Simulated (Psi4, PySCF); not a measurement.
Input for PySCF:
```python
from pyscf import gto, scf

mol = gto.Mole()
mol.atom = '''
    C     1.28326055   -1.61852252   -0.18269265
    Si   -0.01244605   -0.16470319    0.02878020
    C    -1.50051811   -1.25652796    0.68507829
    Cl    0.59275738    1.10582814    1.44024366
    Cl   -0.46164787    0.62919309   -1.74342086
    H     0.91558411   -2.34745596   -0.89758167
    H     2.20061141   -1.16991748   -0.55367409
    H     1.46895957   -2.09730723    0.77327666
    H    -2.33287650   -0.58039578    0.85952341
    H    -1.77836292   -1.99714285   -0.05781342
    H    -1.22498746   -1.74699412    1.61304491
'''
mol.basis = 'cc-pvdz'
mol.charge = 1
mol.spin = 1
mol.verbose = 4
mol.build()

mf = scf.UHF(mol)
mf.kernel()
```

Problem. Convert this to an input for Psi4.

Solution. One answer among several that fit: 
```
memory 2 GB

molecule mol {
1 2
  C     1.283261   -1.618523   -0.182693
  Si   -0.012446   -0.164703    0.028780
  C    -1.500518   -1.256528    0.685078
  Cl    0.592757    1.105828    1.440244
  Cl   -0.461648    0.629193   -1.743421
  H     0.915584   -2.347456   -0.897582
  H     2.200611   -1.169917   -0.553674
  H     1.468960   -2.097307    0.773277
  H    -2.332876   -0.580396    0.859523
  H    -1.778363   -1.997143   -0.057813
  H    -1.224987   -1.746994    1.613045
}

set basis cc-pvdz
set reference uhf
set scf_type pk
set puream true
set d_convergence 1e-8

energy('scf')
print_variables()
```

Both were run: PySCF gave -1286.936929 Eh and Psi4 -1286.936929 Eh, 0.000 mEh apart.
